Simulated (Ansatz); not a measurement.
Cost and result for the atomization energy of C4H8Sn (13 atoms, 11 bonds).

```xyz
13

C     0.6942    1.5423   -1.0394
C     1.0770    0.3288   -0.7971
C     1.5417   -0.8817   -0.5514
Sn   -0.9440   -1.6460   -0.0878
C    -1.3164   -0.2149    1.5436
H     1.4322    2.3114   -1.2494
H    -0.3527    1.8203   -1.0407
H     1.7681   -1.5674   -1.3613
H     1.8873   -1.1499    0.4428
H    -1.5637   -0.5850   -1.3691
H    -1.1681    0.8258    1.2555
H    -0.6937   -0.4443    2.4105
H    -2.3619   -0.3395    1.8439
```

Total charge 0; spin multiplicity 1. Correlated methods include outer-core shells of Sn, which these sets cover unevenly. Sn: def2 effective core potential. The bonds changed during the relaxation, so this is another structure than the one it started from. The structure was optimised at the PBE0-D4/def2-TZVP level. Program: Ansatz. All runs use 2 threads of an AMD EPYC 7R13 on a shared host and a share of an NVIDIA H100 80 GB. Times are those of one run each, without the atoms' runs, and a repeat can differ threefold. Electronic energies, without spin–orbit coupling; frozen cores. CCSD(T)/CBS adds CCSD(T) − MP2 in def2-TZVPP to the MP2 limit, and its time is that of the two runs behind it. T1 = 0.014. With those shells the extrapolation isn't a true limit. B3LYP takes the VWN-RPA correlation (the form of Gaussian; ORCA's B3LYP/G).

CCSD(T)/CBS is a level of theory with its own doubt, some kJ/mol a heavy atom from the limit and from the frozen cores, so smaller differences don't rank the functionals.

| level | functions | wall time | atomization (kcal/mol) | difference from CCSD(T)/CBS | per bond |
| --- | --- | --- | --- | --- | --- |
| PBE0-D4/def2-TZVPP | 286 | 1.6 s | 1151.4 | 5.2 | 0.5 |
| PBE-D4/def2-TZVPP (with forces) | 286 | 1.9 s | 1172.6 | 26.4 | 2.4 |
| B3LYP-D4/def2-TZVPP (with forces) | 286 | 2 s | 1150.1 | 3.9 | 0.3 |
| r2SCAN-D4/def2-TZVPP (with forces) | 286 | 2.1 s | 1149.5 | 3.3 | 0.3 |
| B2PLYP/def2-TZVPP | 286 | 2.4 s | 1133.8 | -12.4 | -1.1 |
| ωB97X-V/def2-TZVPP | 286 | 2.7 s | 1143.6 | -2.6 | -0.2 |
| ωB97M-V/def2-TZVPP (with forces) | 286 | 3.1 s | 1146.3 | 0.1 | 0.0 |
| MP2/def2-QZVPP | 550 | 3.7 s | 1143.5 | -2.7 | -0.2 |
| CCSD(T)/def2-TZVPP | 286 | 4.2 s | 1118.4 | -27.8 | -2.5 |
| CCSD(T)/CBS(def2) | – | 7.9 s | 1146.2 | 0.0 | 0.0 |

From PBE to PBE0 (25 % exact exchange), in def2-TZVPP and without D4, the atomization energy moves by −20.1 kcal/mol: exact exchange takes away binding that semilocal exchange gives to molecules. The D4 term adds +11.7 kcal/mol with B3LYP and +6.2 kcal/mol with PBE0; it sums over pairs of atoms, weighted by their polarisabilities, and B3LYP, whose exchange is more repulsive, gets the larger term. In def2-TZVPP, CCSD(T) changes the Hartree–Fock value by +282.1 kcal/mol (the triples alone add +18.3 kcal/mol) and MP2 by +290.8 kcal/mol; breaking electron pairs costs correlation energy, which Hartree–Fock lacks.

Spin–orbit coupling would lower the free Sn atoms strongly, and the atomization energy with them, by more than many differences here. For some Ge, Se and Sn compounds the MP2-based and the directly extrapolated limit differ by 10 to 25 kJ/mol.
